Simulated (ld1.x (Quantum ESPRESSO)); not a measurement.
**Reading a pseudo-wave (helium (He))**

Columns: radius, all-electron u(r) and pseudo u(r) of the 1s shell (level -15.76 eV) of helium in the configuration 1s2; PBE, non-relativistic, ultrasoft scheme, ld1.x (Quantum ESPRESSO) 7.5.

```tsv
r (bohr)	all-electron	pseudo
0.020	0.0924	0.0791
0.040	0.1776	0.1570
0.060	0.2559	0.2328
0.080	0.3277	0.3056
0.100	0.3936	0.3744
0.120	0.4539	0.4387
0.140	0.5090	0.4981
0.160	0.5592	0.5522
0.180	0.6048	0.6011
0.200	0.6462	0.6448
0.220	0.6837	0.6837
0.240	0.7175	0.7182
0.260	0.7478	0.7487
0.280	0.7750	0.7757
0.300	0.7993	0.7996
0.320	0.8207	0.8208
0.340	0.8397	0.8397
0.360	0.8562	0.8562
0.380	0.8706	0.8706
0.400	0.8829	0.8829
0.420	0.8933	0.8933
0.440	0.9020	0.9020
0.460	0.9090	0.9090
0.480	0.9145	0.9145
0.500	0.9186	0.9186
0.520	0.9215	0.9215
```

Q: How many radial nodes do the two functions have?

A: The all-electron 1s function has n − l − 1 = 0; the pseudo-wave has 0.

Q: At about which radius was the pseudo-wave matched?

A: 0.35 bohr. The columns agree to 0.0005 from 0.30 bohr on; several derivatives are matched, so the curves merge somewhat inside the radius.

Q: Is the pseudo-wave norm-conserving?

A: No, it belongs to an ultrasoft set: the norm inside the radius is not constrained, and the difference is carried by the augmentation charge.
